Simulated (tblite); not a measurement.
C8H7PS.
Structure used (GFN2-xTB), in Å, numbered top down from 1:
```
atom  x, y, z in Å
C1    -1.305    2.478    1.437
C2    -0.514    1.690    0.991
C3     0.428    0.774    0.474
P4     1.969    0.718    1.315
C5     2.809   -0.440    0.340
C6     2.299   -1.081   -0.770
C7     1.011   -0.879   -1.237
C8     0.119   -0.004   -0.638
S9    -1.501    0.132   -1.399
C10   -2.532   -0.569   -0.073
H11   -2.000    3.166    1.816
H12    3.824   -0.664    0.644
H13    2.930   -1.783   -1.299
H14    0.671   -1.422   -2.107
H15   -3.552   -0.541   -0.441
H16   -2.437    0.033    0.825
H17   -2.228   -1.596    0.112
```

Method: GFN2-xTB as coded in tblite; computed harmonic values from a numerical Hessian at the method's own geometry, unscaled. Errors from tens to a few hundred cm⁻¹ against measured bands are possible. One conformer, not necessarily the lowest.

Harmonic wavenumbers (cm⁻¹): 59.0, 73.4, 113.7, 121.1, 139.6, 204.9, 243.6, 248.5, 332.3, 383.7, 397.0, 439.4, 465.7, 575.1, 596.1, 644.1, 655.5, 710.2, 722.1, 755.1, 838.4, 869.4, 889.1, 920.4, 942.8, 956.0, 1103.6, 1113.1, 1189.5, 1206.7, 1309.0, 1330.1, 1363.1, 1446.5, 1448.8, 1486.7, 1530.1, 2233.2, 3027.0, 3040.8, 3042.0, 3056.8, 3062.9, 3091.5, 3395.0.

A = 1500, B = 888.1, C = 602.1 MHz; mass 166.001 u (most abundant isotopes); point group C1, symmetry number 1.

Problem. What is the zero-point energy?

Solution. Half the sum of the wavenumbers: 25886 cm⁻¹ = 309.67 kJ/mol.

Problem. Give the ideal-gas entropy at 500 K and 1 bar in the rigid-rotor, harmonic-oscillator model (classical rotation).

Solution. Translation 183.36, rotation 133.53, vibration 222.44: S = 539.3 J/(mol K).

Problem. And Cp and H(500 K) − H(0)?

Solution. Cp = 240.74 J/(mol K), of which vibrations give 207.49 (their classical limit is 45 R = 374.2); H(500 K) − H(0) = 73.49 kJ/mol without the zero-point energy, 56.86 from vibrations.

Problem. How do the functions run with temperature in this model?

Solution. 
```tsv
T (K)	S (J/(mol K))	Cp (J/(mol K))	H − H(0) (kJ/mol)	G − H(0) (kJ/mol)	ln q(vib)
150	338.6	107.1	10.39	-40.39	3.09
250	404.0	152.5	23.39	-77.60	5.99
298.15	432.6	172.9	31.23	-97.75	7.39
400	488.9	211.0	50.84	-144.72	10.30
600	585.4	264.3	98.78	-252.44	15.76
900	702.4	311.8	185.86	-446.31	23.18
```

q(vib) and H(0) count from the zero-point level.

Problem. What must be added to the electronic energy to get the Gibbs energy at 500 K and 1 bar?

Solution. ZPE + [H(500 K) − H(0)] − T·S = 309.67 + 73.49 − 269.66 = 113.50 kJ/mol.

Hindered rotation and anharmonicity are outside this model. Other conformers, if any are populated, would add a mixing term that is left out. The structure is chiral; the term R ln 2 for an equal mix with its mirror image is left out.

Hardware: an Arm Neoverse V2 with one thread, shared host with 96 logical CPUs at a one-minute load of 39. Cost: 0.64 s. This covers the Hessian and the dipole derivatives.
